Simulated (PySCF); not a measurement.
## Correlation energy of Al (aluminium, neutral)

[Ne] 3s1 3p1 3d1, one real determinant (an excited configuration). Computed with PySCF 2.14 in aug-cc-pCVTZ-DK with one added diffuse shell each of s, p, d, f type (9s8p6d4f, 91 functions), with scalar relativity by spin-free X2C-1e. Frozen: 1s2; 11 electrons correlated.

| level | correlation energy (mhartree) |
| --- | --- |
| CCSD | -292.02 |
| (T) | -3.87 |
| CCSD(T) | -295.89 |

Diagnostics: T1 = 0.036, D1 = 0.1671, largest double amplitude 0.168.

**Question.** Is a single reference adequate?

**Answer.** Not fully. The real determinant used has ⟨L²⟩ near 8 against 12 for a pure F term, so it mixes terms. The outer electron is Rydberg-like, and this basis confines it to a smaller radius and binds it less than a complete one would. T1 exceeds 0.03, a sign that the reference determinant is poor. A double-excitation amplitude exceeds 0.15, a sign of near-degeneracy.

The reference is one real determinant that mixes LS terms of this configuration.
